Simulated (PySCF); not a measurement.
Molecular orbitals of ZnH⁺

PBE0 at R = 1.511 Å; PySCF, scalar-relativistic core potentials, basis sets Zn cc-pVDZ-PP with ECP10, H cc-pVDZ. State: ¹Σ⁺ (singlet), closed shell. Only the outer orbitals are listed, counted within each symmetry, core potentials removing the inner ones.

```tsv
orbital	occ.	ε (eV)	on Zn (%)	main shells (%)
3σ	2	-22.89	96	95 Zn d
2π	2	-22.60	100	100 Zn d
2π	2	-22.60	100	100 Zn d
1δ	2	-22.59	100	100 Zn d
1δ	2	-22.58	100	100 Zn d
4σ	2	-16.80	57	49 Zn s, 43 H s
5σ	0	-10.25	80	40 Zn s, 40 Zn p, 20 H s
3π	0	-6.87	100	100 Zn p
3π	0	-6.87	100	100 Zn p
```

Problem. Which are the highest filled and the lowest empty level, where do they sit, and how wide is the gap?

Solution. Highest filled 4σ at -16.80 eV (in %: 49 Zn s, 43 H s); lowest empty 5σ at -10.25 eV (in %: 40 Zn s, 40 Zn p, 20 H s); the gap at PBE0 is 6.55 eV.

The bond order (Mayer) is 1.01. The ⟨S²⟩ is 0.000, the charge on Zn (Mulliken, basis-dependent) is 0.95 and the charge on Zn (Löwdin, basis-dependent) is 1.01. The dipole moment (positive dipole points towards H; it is taken about the centre of mass and depends on that origin) is -1.52 D, the polarisability along the bond is 22.9 bohr³ and the polarisability across the bond is 14.5 bohr³.
